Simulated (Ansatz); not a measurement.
System: C3H3O, net charge -1, singlet state. It need not be the lowest isomer of its formula. Whether it binds its extra electron was not tested at this geometry. 
Structure (B3LYP-D3(BJ)/def2-TZVP (Ansatz, an electronic-structure program) minimum search):
```xyz
7

C     -0.3956     1.0464    -0.0929
C     -1.1882    -0.2278     0.0896
C      0.3518    -0.0460    -0.0141
O      1.4125    -0.6997    -0.0004
H     -0.5114     2.1150    -0.2035
H     -1.7478    -0.6752    -0.7482
H     -1.6493    -0.4774     1.0593
```
Charge -1, spin multiplicity 1.

Q: Give the harmonic wavenumbers at B3LYP-D3(BJ)/def2-TZVP (Ansatz, finite differences of forces, unscaled).

A: 169, 456, 589, 703, 893, 945, 965, 1066, 1089, 1167, 1488, 1846, 2883, 2892, 3164 cm⁻¹. Zero-point energy 29.0 kcal/mol.

Q: From these and the geometry, give the ideal-gas thermochemistry at 298.15 K and 1 atm (rigid rotor, harmonic oscillator).

A: Point group Cs, rotational symmetry number 1. Rotational constants 23.55, 7.54, 5.936 GHz. S(trans) 37.94, S(rot) 23.24, S(vib) 4.57, S(elec, spin only) 0.00, S 65.7 cal/(mol K). H(298) - H(0) 3.23 kcal/mol; G - E(el) 12.7 kcal/mol.
